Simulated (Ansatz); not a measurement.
The lowest singlet and triplet of C2H2 (SMILES C#C); geometries from B3LYP-D3(BJ)/def2-TZVP, each state relaxed from the structure named, with no frequency check.
Singlet (charge 0, multiplicity 1):
```xyz
4

C      0.00000     0.00000    -0.59840
C      0.00000     0.00000     0.59840
H      0.00000     0.00000    -1.66107
H      0.00000     0.00000     1.66107
```
Triplet (charge 0, multiplicity 3):
```xyz
4

C      0.6389     0.1742    -0.1204
C     -0.6339    -0.1898    -0.1228
H      1.2778     0.4163     0.7321
H     -1.3073    -0.3230     0.7272
```

```tsv
level	gap E(singlet) − E(triplet), adiabatic (kcal/mol)	cost
R-HF/cc-pVDZ	-60.47	-
U-HF/cc-pVDZ	-60.47	-
R-HF/cc-pVTZ	-62.85	-
U-HF/cc-pVTZ	-62.85	-
R-HF/cc-pVQZ	-62.87	-
R-SVWN5/def2-TZVPP	-95.99	×0.4
U-PBE/def2-TZVPP	-85.97	×1
R-r2SCAN/def2-TZVPP	-79.75	×0.9
U-r2SCAN/def2-TZVPP	-79.75	×1
R-B3LYP/def2-TZVPP	-86.74	×1
R-PBE0/def2-TZVPP	-83.53	×0.6
U-PBE0/def2-TZVPP	-83.53	×0.7
R-BHLYP/def2-TZVPP	-83.15	×0.8
U-BHLYP/def2-TZVPP	-83.15	×0.9
U-wB97X-V/def2-TZVPP	-89.16	×3
R-wB97M-V/def2-TZVPP	-92.15	×3
U-B2PLYP/def2-TZVPP	-90.01	×0.8
R-MP2/cc-pVDZ	-90.03	-
R-MP2/cc-pVQZ	-97.36	-
U-MP2/cc-pVQZ	-97.36	-
R-SCS-MP2/cc-pVDZ	-88.96	-
R-SCS-MP2/cc-pVTZ	-95.29	-
U-SCS-MP2/cc-pVTZ	-95.29	-
R-SCS-MP2/cc-pVQZ	-96.91	-
U-SCS-MP2/cc-pVQZ	-96.91	-
R-CCSD/cc-pVDZ	-80.82	-
U-CCSD/cc-pVDZ	-80.82	-
R-CCSD/cc-pVTZ	-86.21	-
R-CCSD/cc-pVQZ	-87.29	-
U-CCSD/cc-pVQZ	-87.29	-
R-CCSD(T)/cc-pVDZ	-82.21	×0.4
R-CCSD(T)/cc-pVTZ	-88.24	×2
U-CCSD(T)/cc-pVTZ	-88.24	×2
R-CCSD(T)/cc-pVQZ	-89.44	×10
U-CCSD(T)/cc-pVQZ	-89.44	×20
SA-CASSCF(4,4)/cc-pVTZ	-85.15	-
SA-CASSCF(4,4)/cc-pVQZ	-85.23	-
SC-NEVPT2 on SA-CASSCF(4,4)/cc-pVQZ	-92.54	-
FIC-NEVPT4(SD) on SA-CASSCF(4,4)/cc-pVDZ	-82.79	-
FIC-MRCISD+Q on SA-CASSCF(4,4)/cc-pVQZ	-89.97	-
```

The rows run from -97.36 (R-MP2/cc-pVQZ) to -60.47 kcal/mol (R-HF/cc-pVDZ). In cc-pVQZ the value moves U-MP2 -97.36, U-CCSD -87.29, U-CCSD(T) -89.44, a shift of 7.92 from U-MP2 to U-CCSD(T). From cc-pVTZ to cc-pVQZ U-CCSD(T) changes by -1.20. The 6 U-functionals in def2-TZVPP without D3 or D4 span 10.26, from U-B2PLYP to U-r2SCAN.

A positive gap puts the triplet lower; no zero-point energy. R- takes a restricted singlet. U- takes an unrestricted singlet (broken symmetry where lower, unprojected). The triplet is unrestricted in single-reference levels. Active spaces average the two states.

Correlated levels freeze the cores.

The values were computed with Ansatz (a first-principles code) with Gaussian orbitals. 

Costs are rough ratios of core time to R-PBE/def2-TZVPP (about 5 s over the structures, on one shared machine); a dash marks a level with no comparable run of its own.
